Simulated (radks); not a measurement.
Spherical jellium clusters: N electrons in a uniform positive sphere of charge N and radius rs N^(1/3), rs = 4.18 bohr. Method: non-relativistic Kohn-Sham, exchange-only LDA, spin-polarised, spherical densities; computed with a radial shooting solver with Libxc functionals. Levels are named by radial order and angular momentum (1s, 1p, 1d, 2s, ...), and open shells are averaged over m. Each electron was tried in the lowest free levels, single moves between levels near the top were tried too, and the lowest total energy was kept; such a search can miss a lower state. Energies include the self-energy of the background; IP and EA are vertical (highest electron removed, lowest free level filled), at fixed background; spill-out counts the electrons outside the background radius R, and alpha is the static dipole polarisability from linear response (closed shells only). A dash means not computed or, for alpha, an open shell; in EA it means that no bound solution was reached, which is typical of self-interaction and does not show that the anion is unstable. Real open-shell clusters deform, which this model forbids.

| N | open shells | 2S | E(N+1) + E(N-1) - 2E(N) (eV) | IP (eV) | EA (eV) | alpha/R^3 |
|---|---|---|---|---|---|---|
| 1 | 1s(up 1, down 0) | 1 | - | - | - | - |
| 2 | none | 0 | 0.559 | 4.027 | - | 1.758 |
| 3 | 1p(up 1, down 0) | 1 | -0.645 | 3.139 | - | - |
| 4 | 1p(up 2, down 0) | 2 | -0.453 | 3.698 | - | - |
| 5 | 1p(up 3, down 0) | 3 | 0.854 | 4.003 | - | - |
| 6 | 1p(up 3, down 1) | 2 | -0.517 | 3.018 | - | - |
| 7 | 1p(up 3, down 2) | 1 | -0.348 | 3.472 | - | - |
| 8 | none | 0 | 0.990 | 3.747 | - | 1.507 |
| 9 | 1d(up 1, down 0) | 1 | -0.291 | 2.689 | - | - |
| 10 | 1d(up 2, down 0) | 2 | -0.244 | 2.967 | - | - |
| 11 | 1d(up 3, down 0) | 3 | -0.207 | 3.180 | - | - |
| 12 | 1d(up 4, down 0) | 4 | -0.178 | 3.349 | - | - |
| 13 | 1d(up 5, down 0) | 5 | 0.455 | 3.486 | - | - |
| 14 | 1d(up 5, down 0) 2s(up 1, down 0) | 6 | 0.228 | 2.992 | - | - |
| 15 | 1d(up 5, down 1) 2s(up 1, down 0) | 5 | -0.237 | 2.786 | - | - |
| 16 | 1d(up 5, down 2) 2s(up 1, down 0) | 4 | -0.226 | 2.992 | - | - |
| 17 | 1d(up 5, down 4) | 1 | -0.214 | 3.222 | 1.097 | - |
| 18 | none | 0 | 0.056 | 3.346 | 1.074 | 1.386 |
| 19 | 2s(up 1, down 0) | 1 | 0.357 | 3.265 | - | - |
| 20 | none | 0 | 0.304 | 2.902 | - | 1.424 |
| 21 | 1f(up 1, down 0) | 1 | -0.144 | 2.622 | - | - |
| 22 | 1f(up 2, down 0) | 2 | -0.130 | 2.749 | - | - |
| 23 | 1f(up 3, down 0) | 3 | -0.118 | 2.862 | - | - |
| 24 | 1f(up 4, down 0) | 4 | -0.108 | 2.962 | 1.026 | - |
| 25 | 1f(up 5, down 0) | 5 | -0.112 | 3.051 | 1.128 | - |
| 26 | 2s(up 1, down 0) 1f(up 7, down 0) | 8 | -0.066 | 3.176 | 1.208 | - |
| 27 | 1f(up 7, down 0) | 7 | 0.609 | 3.205 | - | - |
| 28 | 1f(up 7, down 0) 2p(up 1, down 0) | 8 | -0.099 | 2.566 | - | - |
| 29 | 1f(up 7, down 0) 2p(up 2, down 0) | 9 | -0.079 | 2.695 | 0.945 | - |
| 30 | 1f(up 7, down 0) 2p(up 3, down 0) | 10 | - | 2.796 | 0.899 | - |

All shells are closed at N = 2, 8, 18, 20 (there: 1s2 1p6 1d10 2s2); the second difference of the energy has clear peaks (12 % above both neighbours; the first and last values, which can be the largest, are not judged, and half-filled shells can peak too) at N = 5, 8, 13, 19, 27.
